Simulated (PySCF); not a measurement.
Compound: C6H7Cl2N.
Atom-mapped SMILES: `[N:1]#[C:2][C@@H:3]1[CH2:4][C@H:5]([Cl:6])[CH2:7][C@@H:8]1[Cl:9]`

Geometry (GFN2-xTB, Å), atoms numbered from 1 in this order:
```xyz
16
C6H7Cl2N angstrom
N     -2.2200    2.4046   -1.1785
C     -1.4716    1.7574   -0.6086
C     -0.5131    0.9569    0.1134
C      0.7417    0.6323   -0.7072
C      1.3895   -0.4813    0.1121
Cl     2.4427   -1.5068   -0.9003
C      0.2241   -1.2780    0.7248
C     -1.0369   -0.4350    0.5014
Cl    -2.0158   -1.1067   -0.8488
H     -0.2359    1.4982    1.0267
H      0.4472    0.2516   -1.6862
H      1.3946    1.4919   -0.8437
H      2.0355   -0.0674    0.8896
H      0.1226   -2.2471    0.2390
H      0.3880   -1.4513    1.7883
H     -1.7000   -0.4104    1.3664
```

NICS is the negative of the GIAO shielding at a point without a nucleus: at the ring centre (0) and 1 Å above and below it (1); zz is the component along the ring normal. Level: GIAO PBE0/pcSseg-1 (PySCF, non-relativistic, gas phase) on the GFN2-xTB geometry, one conformer.

Ring bond lengths (Å), with Mayer bond orders in brackets: C3–C4 1.534 (0.96), C4–C5 1.527 (0.97), C5–C7 1.539 (0.96), C7–C8 1.533 (0.98), C8–C3 1.537 (0.96).

Task: What do the NICS probes read (ppm)?

Result: 
```json
{"ring": "C3–C4–C5–C7–C8", "type": "5-membered carbocycle; formal bonds all single", "NICS(0)": "-5.6", "NICS(1), two faces": "-5.1 / -3.1", "NICS(1)zz, two faces": "-5.5 / 0.1", "rms pucker (Å)": "0.19", "centre to ring atoms, mean (Å)": "1.28"}
```

Task: What can be read from them?

Result: 
- C3–C4–C5–C7–C8: mean NICS(1)zz -2.7 ppm, near zero. C3, C4, C5, C7, C8 have four or more neighbours, so the value isn't read as a sign of a π ring current. The two faces differ by 5.6 ppm, so no symmetry operation interchanges them.

Task: How shielded are the nuclei of the rings and their hydrogens (means over atoms taken as equivalent)?

Result: 
| atoms | environment | σ isotropic (ppm) |
| --- | --- | --- |
| C3 | sp3 carbon next to a nitrile | 148.6 |
| C4 | ring CH2 carbon | 142.9 |
| C5 | sp3 C–Cl carbon | 126.3 |
| C7 | ring CH2 carbon | 135.6 |
| C8 | sp3 C–Cl carbon | 120.3 |
| H10 | methine hydrogen | 29.14 |
| H11 | methylene hydrogen | 29.01 |
| H12 | methylene hydrogen | 29.22 |
| H13 | methine hydrogen | 27.67 |
| H14 | methylene hydrogen | 29.20 |
| H15 | methylene hydrogen | 28.75 |
| H16 | methine hydrogen | 27.41 |
